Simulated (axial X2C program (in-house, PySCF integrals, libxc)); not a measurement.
## Worked dissociation energy of GeP⁻: PBE0, 2c

Computed with an in-house relativistic program for diatomic molecules. Two-component (2c) means X2C with spin–orbit coupling and atomic mean-field two-electron Coulomb and Gaunt terms. Basis: Ge dyall-acv3z [10s10p8d5f1g], P dyall-av3z [9s8p3d2f] (cores contracted in-house); Gaussian nuclei, density fitting, unrestricted open shells. Masses: Ge 73.921 u, P 30.974 u.

Molecular state: Ω = 0 (closed shell).

```
E(Ge-) (2M_J = 3) : -2097.908431 hartree
E(P) (2M_J = 3)   : -341.922255 hartree
E(GeP⁻) at Re     : -2440.001117 hartree
ωe                : 546.5 cm⁻¹
ωexe              : 1.37 cm⁻¹
```

Problem. Work out De and D0.

Solution. De = -2097.908431 + (-341.922255) − (-2440.001117) = 0.17043 hartree = 4.638 eV. The zero-point energy is ωe/2 − ωexe/4 = 273 cm⁻¹ = 0.034 eV, so D0 = 4.604 eV.

The state is a single determinant with fixed occupations, the lowest that a limited PBE0 search found. The closed shell is kept restricted, so the energy runs too high when the bond is stretched far. De is counted from the lowest determinant-based energies of the atoms at the same level, without counterpoise correction. Without a current term, density functionals place determinants with orbital angular momentum somewhat too high.

Each atomic determinant is the lowest at this level and need not be a pure J level. Totals compare only within one Hamiltonian and basis.
